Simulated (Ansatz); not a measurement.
Born–Oppenheimer molecular dynamics of Cl$_{2}$H$_{2}$Sn (5 atoms, charge 0, multiplicity 1). It starts at the highest image of a converged band, a first-order saddle point between two minima.

Method: RKS B3LYP/def2-SVP in Ansatz.

- ensemble: NVE (velocity Verlet)
- time step: 0.5 fs
- steps asked: 200
- starting velocities drawn for: 100 K
- seed: 3874

First frame:

```xyz
5
Properties=species:S:1:pos:R:3
Sn 0.279 0.073 -0.416
Cl 1.270 -0.010 2.054
H 1.884 -0.081 0.351
H -0.889 1.348 -0.300
Cl -1.067 -1.876 -0.643
```

Question: How far do the bonds stretch over the last three quarters of this one trajectory? (Pairs bonded in most of those frames.)

Answer: 
```json
{"bond": "Sn1–Cl2", "mean (Å)": "2.383", "spread (Å)": "0.137", "shortest": "2.19", "longest": "2.62"}
{"bond": "Sn1–H3", "mean (Å)": "1.771", "spread (Å)": "0.069", "shortest": "1.65", "longest": "1.92"}
{"bond": "Sn1–H4", "mean (Å)": "1.744", "spread (Å)": "0.033", "shortest": "1.68", "longest": "1.82"}
{"bond": "Sn1–Cl5", "mean (Å)": "2.369", "spread (Å)": "0.020", "shortest": "2.34", "longest": "2.41"}
```

Mean temperature of the second half: 2224 K. The conserved energy stayed within 0.17 meV per atom of its start (net change -0.055 meV per atom), so the integration is sound. The kinetic energy rose, since the run started high on the potential surface and went downhill. A run of 0.1 ps of so small a system gives no equilibrium averages. The orbitals stay closed-shell, which can raise the energy where a bond breaks towards radicals; this wasn't checked here.

Time of the run: 4.3 min on 1 thread of AMD EPYC 9R45 96-Core Processor (Zen 5), on a shared host, peak memory 0.17 GiB.
